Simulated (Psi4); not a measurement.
C6H11O, doublet, geometry from GFN2-xTB; HF/3-21G (Psi4).

The Psi4 input:
```
memory 2 GB

molecule mol {
0 2
C    -0.975113    1.580979   -0.942033
C    -0.962320    0.535226    0.110855
C    -1.972279   -0.547389    0.090582
C     0.153447    0.422744    1.075148
C     1.003495   -0.561588    0.275716
C     2.073049    0.068607   -0.578981
O     0.775138   -1.754800    0.283907
H    -1.969070    2.028752   -1.007776
H    -0.256626    2.370870   -0.733048
H    -0.757602    1.163877   -1.931766
H    -2.621787   -0.472754   -0.777751
H    -2.589349   -0.529728    0.993329
H    -1.467994   -1.520467    0.079468
H    -0.161809   -0.033175    2.013891
H     0.674219    1.361812    1.249294
H     1.659564    0.858654   -1.199860
H     2.533238   -0.687463   -1.210241
H     2.834436    0.506553    0.065476
}

set {
  basis 3-21g
  reference uhf
}

energy('scf')
print_variables()
```

It wrote (shortened):

```
   => Loading Basis Set <=

    Name: 3-21G
    Role: ORBITAL
    Keyword: BASIS

         ---------------------------------------------------------
                                   SCF
               by Justin Turney, Rob Parrish, Andy Simmonett
                          and Daniel G. A. Smith
                              UHF Reference
         ---------------------------------------------------------

  ==> Geometry <==

    Molecular point group: c1
    Full point group: C1

    Geometry (in Angstrom), charge = 0, multiplicity = 2:

       Center              X                  Y                   Z               Mass
    ------------   -----------------  -----------------  -----------------  -----------------
         C           -0.996330221457     1.631427676159    -0.966642025369    12.000000000000
         C           -0.983537221457     0.585674676159     0.086245974631    12.000000000000
         C           -1.993496221457    -0.496940323841     0.065972974631    12.000000000000
         C            0.132229778543     0.473192676159     1.050538974631    12.000000000000
         C            0.982277778543    -0.511139323841     0.251106974631    12.000000000000
         C            2.051831778543     0.119055676159    -0.603590025369    12.000000000000
         O            0.753920778543    -1.704351323841     0.259297974631    15.994914619570
         H           -1.990287221457     2.079200676159    -1.032385025369     1.007825032230
         H           -0.277843221457     2.421318676159    -0.757657025369     1.007825032230
         H           -0.778819221457     1.214325676159    -1.956375025369     1.007825032230
         H           -2.643004221457    -0.422305323841    -0.802360025369     1.007825032230
         H           -2.610566221457    -0.479279323841     0.968719974631     1.007825032230
         H           -1.489211221457    -1.470018323841     0.054858974631     1.007825032230
         H           -0.183026221457     0.017273676159     1.989281974631     1.007825032230
         H            0.653001778543     1.412260676159     1.224684974631     1.007825032230
         H            1.638346778543     0.909102676159    -1.224469025369     1.007825032230
         H            2.512020778543    -0.637014323841    -1.234850025369     1.007825032230
         H            2.813218778543     0.557001676159     0.040866974631     1.007825032230

  Running in c1 symmetry.

  Rotational constants: A =      0.12055  B =      0.07265  C =      0.05588 [cm^-1]
  Rotational constants: A =   3614.04129  B =   2177.93062  C =   1675.28804 [MHz]
  Nuclear repulsion =  311.255805450939249

  Charge       = 0
  Multiplicity = 2
  Electrons    = 55
  Nalpha       = 28
  Nbeta        = 27

  ==> Algorithm <==

  SCF Algorithm Type is DF.
  DIIS enabled.
  MOM disabled.
  Fractional occupation disabled.
  Guess Type is SAD.
  Energy threshold   = 1.00e-06
  Density threshold  = 1.00e-06
  Integral threshold = 1.00e-12

  ==> Primary Basis <==

  Basis Set: 3-21G
    Blend: 3-21G
    Number of shells: 57
    Number of basis functions: 85
    Number of Cartesian functions: 85
    Spherical Harmonics?: false
    Max angular momentum: 1

   => Loading Basis Set <=

    Name: (3-21G AUX)
    Role: JKFIT
    Keyword: DF_BASIS_SCF

  ==> Integral Setup <==

  SCF_SUBTYPE=INCORE selected. In-core MEM_DF algorithm will be used.
  Using in-core AOs.

  ==> MemDFJK: Density-Fitted J/K Matrices <==

    J tasked:                   Yes
    K tasked:                   Yes
    wK tasked:                   No
    Algorithm:                 Core
    Schwarz Cutoff:           1E-12
    Mask sparsity (%):       3.1557
    Fitting Condition:        1E-10

   => Auxiliary Basis Set <=

  Basis Set: (3-21G AUX)
    Blend: DEF2-UNIVERSAL-JKFIT
    Number of shells: 241
    Number of basis functions: 847
    Number of Cartesian functions: 847
    Spherical Harmonics?: false
    Max angular momentum: 4

  Minimum eigenvalue in the overlap matrix is 1.0250550764E-02.
  Reciprocal condition number of the overlap matrix is 2.1598491653E-03.
    Using symmetric orthogonalization.

  ==> Pre-Iterations <==

  SCF Guess: Superposition of Atomic Densities via on-the-fly atomic UHF (no occupation information).

   -------------------------
    Irrep   Nso     Nmo
   -------------------------
     A         85      85
   -------------------------
    Total      85      85
   -------------------------

  ==> Iterations <==

                           Total Energy        Delta E     RMS |[F,P]|

   @DF-UHF iter SAD:  -305.56426357162627   -3.05564e+02   0.00000e+00
   @DF-UHF iter   1:  -306.52869780704418   -9.64434e-01   6.19645e-03 ADIIS/DIIS
   @DF-UHF iter   2:  -306.66066421021054   -1.31966e-01   3.95440e-03 ADIIS/DIIS
   @DF-UHF iter   3:  -306.70285283599509   -4.21886e-02   9.12080e-04 ADIIS/DIIS
   @DF-UHF iter   4:  -306.70956628242635   -6.71345e-03   4.29669e-04 ADIIS/DIIS
   @DF-UHF iter   5:  -306.71160976976557   -2.04349e-03   1.75049e-04 ADIIS/DIIS
   @DF-UHF iter   6:  -306.71220461688915   -5.94847e-04   7.24977e-05 DIIS
   @DF-UHF iter   7:  -306.71229363022610   -8.90133e-05   4.05242e-05 DIIS
   @DF-UHF iter   8:  -306.71232917682948   -3.55466e-05   3.03941e-05 DIIS
   @DF-UHF iter   9:  -306.71236100299876   -3.18262e-05   2.58081e-05 DIIS
   @DF-UHF iter  10:  -306.71240279787497   -4.17949e-05   2.09268e-05 DIIS
   @DF-UHF iter  11:  -306.71243813161914   -3.53337e-05   1.62316e-05 DIIS
   @DF-UHF iter  12:  -306.71246716726796   -2.90356e-05   9.99498e-06 DIIS
   @DF-UHF iter  13:  -306.71247685344292   -9.68617e-06   3.82709e-06 DIIS
   @DF-UHF iter  14:  -306.71247764448884   -7.91046e-07   2.33059e-06 DIIS
   @DF-UHF iter  15:  -306.71247785803638   -2.13548e-07   1.20814e-06 DIIS
   @DF-UHF iter  16:  -306.71247791115445   -5.31181e-08   5.46925e-07 DIIS
  Energy and wave function converged.

  ==> Post-Iterations <==

   @Spin Contamination Metric:   4.212136989E-02
   @S^2 Expected:                7.500000000E-01
   @S^2 Observed:                7.921213699E-01
   @S   Expected:                5.000000000E-01
   @S   Observed:                5.000000000E-01

    Orbital Energies [Eh]
    ---------------------

    Alpha Occupied:

[...]
      28A     -0.300951

    Alpha Virtual:

[...]
    Beta Occupied:

[...]
    Beta Virtual:

[...]
      85A      3.649184

    Final Occupation by Irrep:
              A
    DOCC [    27 ]
    SOCC [     1 ]
    NA   [    28 ]
    NB   [    27 ]

  @DF-UHF Final Energy:  -306.71247791115445

   => Energetics <=

    Nuclear Repulsion Energy =            311.2558054509392491
    One-Electron Energy =               -1032.3742181287107087
    Two-Electron Energy =                 414.4059347666169515
    Total Energy =                       -306.7124779111544512

  UHF NO Occupations:
  HONO-2 :   26  A 1.9967098
  HONO-1 :   27  A 1.9861696
  HONO-0 :   28  A 1.0000000
  LUNO+0 :   29  A 0.0138304
  LUNO+1 :   30  A 0.0032902
  LUNO+2 :   31  A 0.0010276
  LUNO+3 :   32  A 0.0009966

Computation Completed

Properties will be evaluated at   0.000000,   0.000000,   0.000000 [a0]

Properties computed using the SCF density matrix

 Multipole Moments:

 ------------------------------------------------------------------------------------
     Multipole            Electronic (a.u.)      Nuclear  (a.u.)        Total (a.u.)
 ------------------------------------------------------------------------------------

 L = 1.  Multiply by 2.5417464519 to convert [e a0] to [Debye]
 Dipole X            :          2.3595311           -2.2052144            0.1543168
 Dipole Y            :         -4.1041414            5.2433894            1.1392480
 Dipole Z            :          2.4457939           -2.5577488           -0.1119550
 Magnitude           :                                                    1.1550903

 ------------------------------------------------------------------------------------

  Variable Map:
  ----------------------------------------------------------------------------
[...]
  Array Variable Map:
  ----------------------------------------------------------------------------
[...]
[...]
```
